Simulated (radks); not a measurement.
The numbers below are computed, except where a source is named.
Question: The table gives one normalised radial function P(r) = r R(r) of Co7+ in [He] 2s2 2p5 3s2 3p6 3d3 (r in bohr). Code: a radial shooting solver on a logarithmic mesh with Libxc functionals. Model: scalar-relativistic Kohn-Sham, BLYP, spin-polarised, spherical densities, finite nucleus; open shells are filled with parallel spins first; Fermi nuclear charge, rms radius 3.7875 fm.

r           P
0.005221   0.1669
0.005839   0.1831
0.006584   0.2016
0.007364   0.2200
0.008303   0.2408
0.009287   0.2611
0.01039    0.2821
0.01171    0.3051
0.0131     0.3265
0.01465    0.3476
0.01652    0.3690
0.01848    0.3871
0.02067    0.4025
0.0233     0.4148
0.02607    0.4212
0.02916    0.4211
0.03287    0.4122
0.03677    0.3941
0.04113    0.3647
0.04637    0.3192
0.05186    0.2623
0.05801    0.1907
0.06541    0.0976
0.07316   -0.0036
0.08249   -0.1249
0.09226   -0.2463
0.1032    -0.3700
0.1164    -0.4972
0.1301    -0.6015
0.1456    -0.6818
0.1641    -0.7291
0.1836    -0.7264
0.2053    -0.6701
0.2315    -0.5449
0.259     -0.3676
0.2896    -0.1384
0.3266     0.1501
0.3653     0.4391
0.4086     0.7230
0.4606     0.9923
0.5152     1.1858
0.5763     1.3042
0.6498     1.3374
0.7268     1.2831
0.8195     1.1483
0.9166     0.9732
1.025      0.7755
1.156      0.5660
1.293      0.3926
1.446      0.2528
1.63       0.1441
1.824      0.0777
2.04       0.0380
2.3        0.0155
2.572      0.0059

Which n and l does it have? It may be an empty orbital.

Answer: n = 3, l = 0: the number of nodes gives n - l - 1 = 2, the rise at small r (about r^(l+1)) gives l, and the extent must fit the shell. The curve is that of 3s up; the table hardly tells the two spins apart. 3s up: eigenvalue -248.51 eV, 2 radial nodes at r = 0.0729, 0.307 bohr, <r> = 0.714 bohr, 90 % of the charge inside 1.05 bohr.
